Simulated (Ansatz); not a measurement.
`C#CB(F)F` + H₂O → `C#CB(O)F` + H–F at 400 K and 1 bar (formal hydrolysis of a B–F bond).

Program: Ansatz. Geometries: PBE0-D4/def2-TZVP. ΔE: electronic, gas phase. CCSD(T)/CBS is the MP2 limit (def2-TZVPP, def2-QZVPP) plus CCSD(T) − MP2 in def2-TZVPP, frozen cores. This one scheme is used for every species. One conformer a species, not always the lowest.

```json
{"species": "`C#CB(F)F`", "CCSD(T)/CBS energy (Eh)": "-301.15247", "H − E (kJ/mol)": "99.3", "S (J/(mol·K))": "316.6"}
{"species": "H₂O", "CCSD(T)/CBS energy (Eh)": "-76.37941", "H − E (kJ/mol)": "69.8", "S (J/(mol·K))": "198.6"}
{"species": "`C#CB(O)F`", "CCSD(T)/CBS energy (Eh)": "-277.13346", "H − E (kJ/mol)": "133.3", "S (J/(mol·K))": "327.1"}
{"species": "H–F", "CCSD(T)/CBS energy (Eh)": "-100.39570", "H − E (kJ/mol)": "36.5", "S (J/(mol·K))": "182.2"}
```

H − E and S are ideal-gas, rigid-rotor, harmonic terms from PBE0-D4/def2-TZVP, for one conformer and one mirror image of each species. 1 Eh = 2625.50 kJ/mol, R = 8.31446 J/(mol·K).

Problem. By hand: ΔE, ΔH, ΔS and ΔG.

Solution. ΔE = (-277.13346) + (-100.39570) − (-301.15247) − (-76.37941) = 0.00272 Eh = 7.1 kJ/mol. Δ(H − E) = 133.3 + 36.5 − 99.3 − 69.8 = 0.7, so ΔH = 7.8 kJ/mol. ΔS = 327.1 + 182.2 − 316.6 − 198.6 = -5.9 J/(mol·K). ΔG = 7.8 − 400 × (-5.9)/1000 = 10.2 kJ/mol.

Problem. By hand: the equilibrium constant, and the temperature at which ΔG would vanish if ΔH and ΔS stayed fixed.

Solution. log₁₀ K = −ΔG/(RT ln 10) = -1.3. ΔH and −TΔS have one sign here, so there is no such temperature.

The number of gas molecules stays the same, so ΔS is small and ΔH decides. A doubt of 5 kJ/mol in ΔE shifts log₁₀ K by 0.7 here. Other conformers and mirror images would add mixing entropy, several J/(mol·K) or more a flexible species. These are equilibria of isolated gas molecules and say nothing of rates. Largest T1 diagnostic: 0.014 (customary marks: 0.02 for closed shells, 0.045 for open ones).

ΔS is within the doubt of such terms, so its sign, and with it that verdict, could turn.
